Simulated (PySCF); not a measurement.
## RbH: frontier orbitals

PBE0 at R = 2.419 Å; Rb def2-TZVP with ECP28, H def2-TZVP; scalar-relativistic core potentials (PySCF 2.14). State: ¹Σ⁺ (singlet), closed shell. Only the outer orbitals are listed, counted within each symmetry, core potentials removing the inner ones.

```json
{"orbital": "1σ", "occ.": "2", "ε (eV)": "-34.96", "on Rb (%)": "100", "main shells (%)": "100 Rb s"}
{"orbital": "1π", "occ.": "2", "ε (eV)": "-17.61", "on Rb (%)": "100", "main shells (%)": "100 Rb p"}
{"orbital": "1π", "occ.": "2", "ε (eV)": "-17.61", "on Rb (%)": "100", "main shells (%)": "100 Rb p"}
{"orbital": "2σ", "occ.": "2", "ε (eV)": "-17.39", "on Rb (%)": "100", "main shells (%)": "100 Rb p"}
{"orbital": "3σ", "occ.": "2", "ε (eV)": "-4.13", "on Rb (%)": "30", "main shells (%)": "70 H s, 21 Rb s"}
{"orbital": "4σ", "occ.": "0", "ε (eV)": "-1.17", "on Rb (%)": "94", "main shells (%)": "62 Rb s, 32 Rb p"}
{"orbital": "2π", "occ.": "0", "ε (eV)": "-0.09", "on Rb (%)": "100", "main shells (%)": "90 Rb p, 10 Rb d"}
{"orbital": "2π", "occ.": "0", "ε (eV)": "-0.09", "on Rb (%)": "100", "main shells (%)": "90 Rb p, 10 Rb d"}
```

Problem. Which are the highest filled and the lowest empty level, where do they sit, and how wide is the gap?

Solution. Highest filled 3σ at -4.13 eV (in %: 70 H s, 21 Rb s); lowest empty 4σ at -1.17 eV (in %: 62 Rb s, 32 Rb p); the gap at PBE0 is 2.96 eV.

The bond order (Mayer) is 0.84. The ⟨S²⟩ is 0.000. The charge on Rb (Mulliken, basis-dependent) is 0.40 and the charge on Rb (Löwdin, basis-dependent) is 0.32. The dipole moment (positive dipole means Rb(−)H(+)) is -8.24 D and the polarisability along the bond is 95.8 bohr³. The polarisability across the bond is 50.8 bohr³.
